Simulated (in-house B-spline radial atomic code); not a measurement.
Configurations of the titanium ion Ti⁴⁺, with energies counted from [Ne] 3s2 3p6. All numbers are computed (scalar-relativistic (X2C) PBE0, spin-polarised, spherical fractional occupations; Fermi nucleus of rms radius 3.5921 fm) with a B-spline radial code for spherical atoms, not measured. Caution: exact exchange at fractional occupations of open shells leaves self-interaction of up to several eV. Shells without spins written out take the highest spin.

Occupations are held fixed; configurations that lie above the ionisation limit could autoionise.

```csv
configuration,E - E(ref) (eV),highest orbital,its <r> (bohr)
[Ne] 3s2 3p5 4s1,55.752,4s up,2.318
[Ne] 3s2 3p5 4f1,79.742,4f up,3.422
"[Ne] 3s(0 up, 1 down) 3p6 4p(1 up, 0 down)",88.086,4p up,2.572
[He] 2s2 2p5 3s2 3p6 3d1,471.1,3d up,1.074
[He] 2s2 2p5 3s2 3p6 4s1,489.86,4s up,2.279
[He] 2s2 2p5 3s2 3p6 4d1,507.32,4d up,2.976
[He] 2s2 2p5 3s2 3p6 4f1,514.72,4f up,3.436
```

Q: Order these further configurations by energy, lowest first.
A. [Ne] 3s2 3p(3 up, 2 down) 4d(0 up, 1 down)
B. [He] 2s2 2p(2 up, 3 down) 3s2 3p6 4f(1 up, 0 down)
C. [Ne] 3s(1 up, 0 down) 3p6 4s(0 up, 1 down)
D. [Ne] 3s1 3p6 4s1
E. [Ne] 3s2 3p5 4p1

A: E (63.252 eV), A (73.266 eV), D (80.321 eV), C (80.736 eV), B (514.71 eV).

Q: How far above the reference does [Ne] 3s1 3p6 3d1 lie?

A: 64.034 eV; its least bound orbital is 3d up with <r> = 1.146 bohr.

Q: How far above the reference does [Ne] 3s2 3p5 4d1 lie?

A: 73.095 eV; its least bound orbital is 4d up with <r> = 3.064 bohr.
